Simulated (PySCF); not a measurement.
GeO₂, SMILES [O]=[Ge]=[O].

Geometry optimised at TPSSh-D3(BJ)/def2-TZVP.

Level of theory: PBE/def2-TZVPD (PySCF).

Isolated molecule, no solvent.

```
Quantity                                                                                                       Result
---------------------------------------------------------------------------------------------  ----------------------
total energy                                                                                      -2227.02764 hartree
point group                                                                                                       D∞h
highest occupied level                                                                                       -7.91 eV
lowest empty level                                                                                           -4.20 eV
orbital gap                                                                                                   3.71 eV
dipole moment                                                                                                  0.00 D
quadrupole, principal values (traceless, Buckingham form, about the centre of nuclear charge)  -11.52, 5.76, 5.76 D·Å
mean static polarisability                                                                       35.0 bohr³ (5.19 Å³)
polarisability, principal values                                                               27.7, 27.7, 49.6 bohr³
```
